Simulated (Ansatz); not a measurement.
```yaml
atoms:
  - { symbol: C, position_ang: [0.0000, 0.0000, -0.5228] }
  - { symbol: O, position_ang: [0.0000, 0.0000, 0.6733] }
  - { symbol: H, position_ang: [0.0000, -0.9444, -1.1247] }
  - { symbol: H, position_ang: [0.0000, 0.9444, -1.1247] }
```

Basis set: def2-TZVP (spherical functions). Correlated methods keep 2 orbitals frozen. Charge 0, multiplicity 1.

Computed with Ansatz (development build ahead of 0.2.0); each method stands on the lowest determinant of its kind that the runs found. Restricted open shells among the atoms or ions are ROHF, correlated in semicanonical orbitals with singles.

Question: Give the atomization energy at this shape (free ground-state atoms in the same class of orbitals less the molecule, no zero-point energy) of singlet CH2O by RHF-MP2, RHF.

Answer:

| method | atomization energy |
| --- | --- |
| RHF-MP2 | 1546.2 kJ/mol |
| RHF | 1102.2 kJ/mol |
